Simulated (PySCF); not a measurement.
Input file for PySCF: R-HF/3-21G on ClH7Si2 (a complex), monomers drawn apart or pushed together.

```python
from pyscf import gto, scf, dft, mp
from pyscf.data.elements import chemcore

mol = gto.M(
    atom='''
    Cl    1.04904831    0.64379955   -0.35193283
    H    -0.00385700    0.90673945    0.33811639
    Si    0.88116008   -0.64549153    3.63437499
    Si   -1.20216064    0.41378141    3.43301376
    H     1.97461991    0.32212976    3.38927786
    H     0.98252615   -1.76494248    2.67078560
    H     1.00797677   -1.18014901    5.01235845
    H    -1.31945469    1.54021138    4.38932822
    H    -2.30911362   -0.54214382    3.67372921
    H    -1.38702527    0.97176570    2.06475333
    ''',
    basis='3-21g',
    charge=0, spin=0, verbose=3, max_memory=1800)
mf = scf.RHF(mol)
mf.conv_tol = 1e-8
mf.max_cycle = 100
mf.kernel()
if not mf.converged:
    mf = mf.newton().run(mf.mo_coeff, mf.mo_occ)
```

It printed:

```
converged SCF energy = -1036.11093265757
```

The run converged.

Cost: around 0.15 core-seconds (rough).
